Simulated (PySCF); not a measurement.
# Si3BH9NClO

The system: Si3BH9NClO, a molecule drawn to mimic a surface site (built as: Si site whose three back bonds go to NHSiH3, OH, BHSiH3; end group Cl); neutral, singlet. The structure, one conformer, was relaxed in the gas phase by PBE0-D3(BJ)/def2-SVP. No frequency run checks that it is a minimum.

SMILES: O[Si](Cl)(B[SiH3])N[SiH3]

Coordinates in Å:
```
Si1     0.001   -0.228    0.026
N2      0.625   -1.803   -0.065
Si3     1.791   -2.393   -1.243
O4      1.046    0.641   -0.911
B5     -1.243    0.579    1.271
Si6    -1.430    2.580    1.211
Cl7    -2.028   -0.012   -0.800
H8      0.197   -2.496    0.541
H9      1.828   -3.877   -1.090
H10     3.158   -1.850   -0.990
H11     1.377   -2.043   -2.632
H12     0.897    1.591   -0.958
H13    -1.893   -0.108    2.020
H14    -2.858    3.025    1.150
H15    -0.729    3.154    0.012
H16    -0.794    3.193    2.420
```

Shieldings: GIAO PBE0/pcSseg-1. Shifts are against computed references at the same level: H TMS (σ 31.27 ppm), Si TMS (σ 352.0 ppm). Core levels by delta-SCF with SCAN, pcX-2 on the ionised atom and pcseg-1 elsewhere, spin-free X2C (2p3/2 is the spin-free 2p value less a third of a first-order spin-orbit splitting); from the vacuum level, for chosen atoms.

(1) Give the NMR and core-level values of the distinct atoms.

(2) By CAM-B3LYP/def2-SVPD (TDDFT singlets, Tamm-Dancoff triplets, ionisation by delta-SCF), where does absorption start, and what does vertical ionisation take?

Answers

(1) 
```json
{"atoms": "Si1", "bonded to": "1 B + 1 Cl + 1 N + 1 O", "σ (ppm)": "339.4", "δ (ppm)": "12.6", "core level (eV)": "2p3/2 107.94"}
{"atoms": "N2", "bonded to": "2 Si + 1 H", "σ (ppm)": "246.2", "δ (ppm)": "-", "core level (eV)": "1s 404.74"}
{"atoms": "Si3", "bonded to": "1 N + 3 H", "σ (ppm)": "403.2", "δ (ppm)": "-51.2", "core level (eV)": "-"}
{"atoms": "O4", "bonded to": "1 Si + 1 H", "σ (ppm)": "286.1", "δ (ppm)": "-", "core level (eV)": "1s 538.99"}
{"atoms": "B5", "bonded to": "2 Si + 1 H", "σ (ppm)": "84.8", "δ (ppm)": "-", "core level (eV)": "1s 195.27"}
{"atoms": "Si6", "bonded to": "1 B + 3 H", "σ (ppm)": "445.4", "δ (ppm)": "-93.4", "core level (eV)": "-"}
{"atoms": "Cl7", "bonded to": "1 Si", "σ (ppm)": "966.1", "δ (ppm)": "-", "core level (eV)": "2p3/2 205.55"}
{"atoms": "H8", "bonded to": "1 N", "σ (ppm)": "30.76", "δ (ppm)": "0.50", "core level (eV)": "-"}
{"atoms": "H9 H10 H11", "bonded to": "1 Si", "σ (ppm)": "26.47", "δ (ppm)": "4.80", "core level (eV)": "-"}
{"atoms": "H12", "bonded to": "1 O", "σ (ppm)": "28.84", "δ (ppm)": "2.43", "core level (eV)": "-"}
{"atoms": "H13", "bonded to": "1 B", "σ (ppm)": "26.04", "δ (ppm)": "5.23", "core level (eV)": "-"}
{"atoms": "H14 H15 H16", "bonded to": "1 Si", "σ (ppm)": "27.66", "δ (ppm)": "3.60", "core level (eV)": "-"}
```

Values are those of this one static structure, with the three H of a rotating XH3 group averaged; atoms that internal rotation interchanges would show their mean in an NMR spectrum.

The core-hole state of B5 is spin-contaminated (⟨S²⟩ 0.79 against 0.75 for a pure doublet), so that value and differences from it are less sure.

(2) The lowest singlet lies at 4.99 eV (f 0.005), the strongest of the first 6 at 7.18 eV (f 0.042), the lowest triplet at 4.31 eV; vertical ionisation takes 9.56 eV.

The geometry optimisation stopped short of its threshold.
